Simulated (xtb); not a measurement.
C₂H₆Al (SMILES [CH3][Al][CH3]), doublet, geometry from GFN2-xTB (such geometries of metal compounds can be far from the true shape) (the spin is typed, not shown lowest). Base run: GFN0-xTB in xtb 6.7.1.

Input for xtb:
```
$ xtb mol.xyz --gfn 0 --uhf 1 --json

# file mol.xyz
9

Al     0.35199768    -0.19927276     0.39218526
C      1.16273168     0.29965867    -1.38755194
H      2.22627517     0.03493887    -1.43926309
H      1.09774163     1.37516455    -1.59155831
H      0.67263692    -0.20609115    -2.22804560
C     -1.59435430    -0.05530867     0.90665097
H     -2.23287698    -0.73254228     0.32682456
H     -1.99441749     0.95437693     0.75535734
H     -1.75559339    -0.30140102     1.96368260
```

Variants of this job, named by their change:

```csv
change,ΔE vs base (mEh)
base,0.000
etemp = 10,0.000
etemp = 1000,0.000
etemp = 10000,-27.275
```
